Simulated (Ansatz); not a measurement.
`C=[CH][GeH2][SiH3]` + `O=CC[SiH3]` → `[SiH3][GeH2][SiH3]` + `C=CCC=O`  (formal exchange of groups at a Ge–C bond)

Isolated molecules relaxed with PBE0-D4/def2-TZVP in Ansatz; ΔE leaves out vibrations. CCSD(T)/CBS adds triple-zeta CCSD(T) − MP2 to the extrapolated MP2 energy (def2 sets, frozen cores). Functionals use def2-TZVPP. For Ge outer-core shells are correlated without core-valence functions, which leaves a few kJ/mol of doubt a bond. Scalar relativity is left out up to krypton. Each species was taken in one conformer, which may not be the lowest.

```
       level  ΔE (kJ/mol)
     ωB97M-V         -5.4
HF/CBS(def2)         -6.9
```

**Question.** What does CCSD(T)/CBS give? (An estimate is asked.)

**Answer.** The calculation gave: -6.6 kJ/mol. The listed levels differ from it by 1.2, -0.3 kJ/mol.

Largest T1 diagnostic among the species: 0.014.
